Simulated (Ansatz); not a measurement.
`[SiH3][O][Sn][Cl]` + HBr → `[Cl][Sn][Br]` + silanol at 298.15 K and 1 bar (ligand exchange at the Sn–O bond).

Isolated molecules relaxed with PBE0-D4/def2-TZVP in Ansatz; ΔE leaves out vibrations. CCSD(T)/CBS adds triple-zeta CCSD(T) − MP2 to the extrapolated MP2 energy (def2 sets, frozen cores). Elements past krypton have def2 core potentials. For Br, Sn outer-core shells are correlated without core-valence functions, which leaves a few kJ/mol of doubt a bond. Scalar relativity is left out up to krypton. One conformer a species, not always the lowest.

```csv
species,CCSD(T)/CBS energy (Eh),H − E (kJ/mol),S (J/(mol·K))
`[SiH3][O][Sn][Cl]`,-1039.98803,99.0,367.4
HBr,-2573.91920,24.6,198.6
`[Cl][Sn][Br]`,-3247.23683,18.2,323.1
`O[SiH3]`,-366.69042,113.6,257.8
```

H − E and S are ideal-gas, rigid-rotor, harmonic terms from PBE0-D4/def2-TZVP, for one conformer and one mirror image of each species. 1 Eh = 2625.50 kJ/mol, R = 8.31446 J/(mol·K).

Question: By hand: ΔE, ΔH, ΔS and ΔG.

Answer: ΔE = (-3247.23683) + (-366.69042) − (-1039.98803) − (-2573.91920) = -0.02002 Eh = -52.6 kJ/mol. Δ(H − E) = 18.2 + 113.6 − 99.0 − 24.6 = 8.2, so ΔH = -44.4 kJ/mol. ΔS = 323.1 + 257.8 − 367.4 − 198.6 = 14.9 J/(mol·K). ΔG = -44.4 − 298.15 × (14.9)/1000 = -48.8 kJ/mol.

Question: By hand: the equilibrium constant, and the temperature at which ΔG would vanish if ΔH and ΔS stayed fixed.

Answer: log₁₀ K = −ΔG/(RT ln 10) = 8.5. ΔH and −TΔS have one sign here, so there is no such temperature.

The number of gas molecules stays the same, so ΔS is small and ΔH decides. A doubt of 5 kJ/mol in ΔE shifts log₁₀ K by 0.9 here. Other conformers and mirror images would add mixing entropy, several J/(mol·K) or more a flexible species. These are equilibria of isolated gas molecules and say nothing of rates. Largest T1 diagnostic: 0.015 (customary marks: 0.02 for closed shells, 0.045 for open ones).
